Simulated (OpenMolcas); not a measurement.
**Pr³⁺: effect of the active space**

| Property | Result |
| --- | --- |
| Program | OpenMolcas |
| Method | SS-CASPT2 or its RAS form, IPEA 0.25 Eh, imaginary shift 0.1 Eh |
| Basis | ANO-RCC-VTZP |
| Scalar Hamiltonian | DKH2, point nucleus |
| Spin-orbit coupling | state interaction with AMFI integrals over the reference wave functions, term energies averaged over their components |

A. 2 electrons in 7 orbitals (4f); 2S+1 = 3 even, 21 roots; 2S+1 = 1 even, 28 roots; closed shells correlated: 5s 5p; CASPT2 step about 50 core-seconds
B. 2 electrons in 12 orbitals (RAS2 4f; RAS3 5d, at most 1 electron); 2S+1 = 3 even, 21 roots; 2S+1 = 1 even, 28 roots; 2S+1 = 3 odd, 35 roots; 2S+1 = 1 odd, 35 roots; closed shells correlated: 5s 5p; CASPT2 step about 16 core-minutes
C. 2 electrons in 14 orbitals (4f 5f); 2S+1 = 3 even, 21 roots; 2S+1 = 1 even, 27 roots; closed shells correlated: 5s 5p; CASPT2 step of the order of 40 core-minutes

Energies in cm⁻¹ above 4f² ³H₄, the measured ground level; measured values from Martin, Zalubas and Hagan, Atomic Energy Levels: The Rare-Earth Elements, NSRDS-NBS 60 (1978).

```json
{"Level": "4f² ³H₄", "A": "0.0", "B": "0.0", "C": "0.0", "Measured": "0.0"}
{"Level": "4f² ³H₅", "A": "2310", "B": "2300", "C": "2310", "Measured": "2152"}
{"Level": "4f² ³H₆", "A": "4710", "B": "4700", "C": "4720", "Measured": "4389"}
{"Level": "4f² ³F₂", "A": "5440", "B": "5490", "C": "5420", "Measured": "4997"}
{"Level": "4f² ³F₃", "A": "6940", "B": "6990", "C": "6920", "Measured": "6415"}
{"Level": "4f² ¹D₂", "A": "19280", "B": "19910", "C": "19300", "Measured": "17334"}
{"Level": "4f² ³P₀", "A": "24850", "B": "25330", "C": "24480", "Measured": "21390"}
{"Level": "4f² ³P₁", "A": "25560", "B": "26020", "C": "24880", "Measured": "22007"}
{"Level": "4f² ¹I₆", "A": "25620", "B": "25490", "C": "25450", "Measured": "22212"}
{"Level": "4f² ³P₂", "A": "26780", "B": "27250", "C": "26110", "Measured": "23161"}
```

Deviations, from unrounded energies. A percentage is the sum of absolute deviations over the sum of measured energies, with the sign that they share, or ± where signs differ.

```json
{"Against measurement": "mean absolute deviation (cm-1)", "Levels": "9", "A": "1900", "B": "2200", "C": "1700"}
{"Against measurement": "fine structure of the ground term (%)", "Levels": "2", "A": "+7.4", "B": "+7.0", "C": "+7.4"}
{"Against measurement": "other terms of the ground configuration (%)", "Levels": "7", "A": "+14.4", "B": "+16.1", "C": "+12.8"}
```

C lies closest to measurement on these levels and B furthest from it. The largest miss of C in the table is 4f² ¹I₆, by +3200 cm-1. The ranking rests on the paired levels alone, and a cruder setting can come out closer through cancelling errors.

The spin-orbit steps hold different terms of 4f² (C lacks ¹S), which shifts levels as well.

The two smallest mean deviations differ by little beside CASPT2's spread within terms, so their order carries little weight.

Among A to C the level of the table that moves most is 4f² ³P₂, by 1100 cm-1 (lowest in C, highest in B). Moves below CASPT2's spread within the term are not significant.

CASPT2 does not keep the components of a term degenerate, so their means are used; among the terms shown or strongly mixed into the levels shown the widest spread is 890 cm-1 (4f² ¹I, B). The CASPT2 spread within a term exceeds the gap to the next term for 4f² ¹I and 4f² ³P, so the order of their levels is uncertain (figures for A; the like holds for C). Some terms miss by over 15 % even with CASPT2, which points to a basis or an active space too small for the shells correlated (holds for A; B). Active for correlation alone: 5f; no level in the range computed is led by a configuration that fills it, so any true level of that kind is missing (holds for C). Computed and measured levels are paired by configuration, term and J; levels that our copy of the source lacks, or whose pairing is in doubt (as where it misses far off the trend of its configuration), stay unpaired and out of the deviations. Only configurations of the active space appear. The table leaves out levels that lie high or whose names do not pair safely across all columns.
